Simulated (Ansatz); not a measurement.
Geometry optimisation, Ansatz, RKS B3LYP-D4/cc-pVDZ.

Input:

```yaml
crystal:
  periodic: [false, false, false]
  atoms:
    - { symbol: B, position_ang: [0.215908, 0.650683, -0.252847] }
    - { symbol: O, position_ang: [-0.078704, -0.356678, 2.133502] }
    - { symbol: H, position_ang: [-1.01075, -0.626139, 2.125923] }
    - { symbol: Cl, position_ang: [1.608221, -0.338292, -0.682399] }
    - { symbol: Cl, position_ang: [-1.412409, 0.206249, -0.794641] }
    - { symbol: S, position_ang: [0.39417, 2.363784, 0.468296] }
    - { symbol: H, position_ang: [1.735264, 2.297046, 0.673776] }
    - { symbol: H, position_ang: [-0.1265, 0.611147, 2.31929] }
basis:
  gaussian: { orbitals: cc-pVDZ }
hamiltonian:
  xc: b3lyp
  dispersion: d4
relax:
  f_tol: 0.03
  max_steps: 50
```

Launched with:

```bash
$ ansatz run input.yaml --threads 2 --pin off --max-ram 3072MiB --backend cpu --events-out ev --progress --plain --runs-dir out
```

Q: Where does it end, and by what steps?

A: The run converged. After 13 steps the energy has fallen by 0.139 eV; O2 moved furthest, 0.46 Å. Joined: B1–O2 (2.61 → 1.73 Å).

| step | energy less start (eV) | largest force component (eV/Å) | accepted |
| --- | --- | --- | --- |
| 0 | 0.0000 | 0.731 | yes |
| 1 | 0.0109 | 1.517 | no |
| 2 | -0.0198 | 0.845 | yes |
| 3 | -0.0118 | 0.796 | no |
| 4 | -0.0324 | 0.493 | yes |
| 5 | -0.0392 | 0.160 | yes |
| 6 | -0.0431 | 0.258 | yes |
| 7 | -0.0463 | 0.412 | yes |
| 8 | -0.0517 | 0.354 | yes |
| 9 | -0.1061 | 0.684 | yes |
| 10 | -0.1334 | 0.348 | yes |
| 11 | -0.1351 | 0.217 | yes |
| 12 | -0.1388 | 0.043 | yes |
| 13 | -0.1393 | 0.012 | yes |

```xyz
8
Properties=species:S:1:pos:R:3
B 0.161 0.530 0.154
O -0.008 -0.106 1.754
H -0.779 -0.705 1.761
Cl 1.524 -0.445 -0.537
Cl -1.501 0.193 -0.561
S 0.425 2.370 0.449
H 1.760 2.291 0.689
H -0.256 0.680 2.282
```

The run took 39 s on 2 threads of Arm Neoverse V2, with other jobs on the host, peak memory 0.23 GiB.
